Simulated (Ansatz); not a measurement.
Frontier orbitals of `Cl[Si](Cl)(Cl)[Ge]([Si](Cl)(Cl)Cl)([Si](Cl)(Cl)Cl)[Si](Cl)(Cl)Cl`.

Charge 0, multiplicity 1. Correlated methods include outer-core shells of Ge, which these sets cover unevenly. Scalar relativity is left out up to krypton. The geometry is a stationary point of PBE0-D4/def2-TZVP. It is one conformer, not always the lowest. Basis def2-TZVPP, Ansatz.

```
functional  HOMO (eV)  LUMO (eV)
      PBE0      -8.59      -1.59
```

**Question.** Give HOMO and LUMO (eV) with LDA (SPW92), PBE, revPBE, BLYP, r2SCAN, B97M-V, B3LYP, r2SCANh, r2SCAN0, HSE06 (plane-wave form), BHLYP, CAM-B3LYP, LC-ωPBE, ωB97X-V, ωB97M-V. (An estimate is asked.)

**Answer.** Computed: 
| functional | HOMO | LUMO |
| --- | --- | --- |
| LDA (SPW92) | -7.57 | -2.60 |
| PBE | -7.42 | -2.33 |
| revPBE | -7.36 | -2.22 |
| BLYP | -7.26 | -2.13 |
| r2SCAN | -7.74 | -2.17 |
| B97M-V | -7.82 | -2.11 |
| B3LYP | -8.37 | -1.70 |
| r2SCANh | -8.16 | -1.91 |
| r2SCAN0 | -8.79 | -1.51 |
| HSE06 (plane-wave form) | -8.21 | -1.95 |
| BHLYP | -9.65 | -0.62 |
| CAM-B3LYP | -9.83 | -0.50 |
| LC-ωPBE | -11.09 | 0.48 |
| ωB97X-V | -10.77 | 0.44 |
| ωB97M-V | -10.52 | 0.25 |

B3LYP here is the variant with VWN-RPA as its local correlation; programs differ in this. LC-ωPBE has ω = 0.4 bohr⁻¹. Positive LUMOs are unbound and depend on the basis.
